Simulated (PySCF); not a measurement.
Gas-phase reaction: WO2Cl2 + 4 HCl = WCl6 + 2 H2O

Energies from PySCF (xtb for GFN2), thermal terms from the rigid-rotor harmonic-oscillator model, ideal gas at 1 bar. † marks an energy on the PBE0/def2-TZVP geometry and frequencies; other levels use their own. MP2 freezes the core. All species are closed-shell singlets. W: scalar-relativistic def2 core potential, no spin-orbit coupling. MP2 isn't extrapolated to the basis-set limit; its ΔH°(298 K) is 115.1 kJ in def2-SVP and 61.7 kJ in def2-TZVPP. The harmonic model lacks anharmonicity and excited electronic states, which grow with temperature; levels with a mode under 35 cm⁻¹ are left out. Soft modes under 120 cm⁻¹ make the harmonic entropy rough for WO2Cl2, WCl6.

```json
[
 {"level": "BLYP/def2-TZVP†", "ΔE electronic, kJ": "39", "ΔH°(298 K), kJ": "75", "ΔS°(298 K), J/K": "-294", "ΔG°(800 K), kJ": "308"},
 {"level": "GFN2-xTB", "ΔE electronic, kJ": "-448", "ΔH°(298 K), kJ": "-408", "ΔS°(298 K), J/K": "-280", "ΔG°(800 K), kJ": "-186"},
 {"level": "M06-2X/def2-TZVP†", "ΔE electronic, kJ": "6", "ΔH°(298 K), kJ": "41", "ΔS°(298 K), J/K": "-294", "ΔG°(800 K), kJ": "274"},
 {"level": "MP2/def2-TZVPP†", "ΔE electronic, kJ": "26", "ΔH°(298 K), kJ": "62", "ΔS°(298 K), J/K": "-294", "ΔG°(800 K), kJ": "295"},
 {"level": "PBE0/def2-SVP†", "ΔE electronic, kJ": "-18", "ΔH°(298 K), kJ": "17", "ΔS°(298 K), J/K": "-294", "ΔG°(800 K), kJ": "250"},
 {"level": "PBE0/def2-TZVP", "ΔE electronic, kJ": "-15", "ΔH°(298 K), kJ": "20", "ΔS°(298 K), J/K": "-294", "ΔG°(800 K), kJ": "253"}
]
```
ΔH° is lowest at GFN2-xTB and highest at BLYP/def2-TZVP†. No reference value is set beside these.
